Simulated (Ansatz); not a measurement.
One change: `CC(C)[O][SnH2][F]` becomes `CC(C)[O][InH2]`.

Ansatz, PBE0-D4/def2-TZVP geometries, multiplicity 1. Each molecule was computed in one conformer, which needn't be the lowest.

Elements past krypton have def2 core potentials.

```
                                        property  `CC(C)[O][SnH2][F]`
               LUMO energy (PBE/def2-TZVPP) / eV                -1.46
               HOMO energy (PBE/def2-TZVPP) / eV                -6.42
              LUMO energy (PBE0/def2-TZVPP) / eV                -0.50
           LUMO energy (ωB97M-V/def2-TZVPP) / eV                 1.07
              HOMO energy (PBE0/def2-TZVPP) / eV                -7.95
size of the dipole moment (B3LYP/def2-TZVPP) / D                 2.32
```

Question: What does the change do to each property? (An estimate is asked.)

Answer: Ansatz gave: 
```tsv
property	`CC(C)[O][InH2]`	shift
LUMO energy (PBE/def2-TZVPP) / eV	-2.21	-0.75
HOMO energy (PBE/def2-TZVPP) / eV	-5.94	0.48
LUMO energy (PBE0/def2-TZVPP) / eV	-1.52	-1.02
LUMO energy (ωB97M-V/def2-TZVPP) / eV	-0.11	-1.18
HOMO energy (PBE0/def2-TZVPP) / eV	-7.31	0.64
size of the dipole moment (B3LYP/def2-TZVPP) / D	1.50	-0.82
```

With PBE0 the HOMO rises by 0.64 eV and the LUMO falls by 1.02 eV, so the gap narrows by about 1.66 eV. PBE moves the HOMO by 0.48 eV and ωB97M-V by 0.66 eV. Dipoles are sizes alone; their direction can turn.

B3LYP here is the variant with VWN-RPA as its local correlation; programs differ in this.
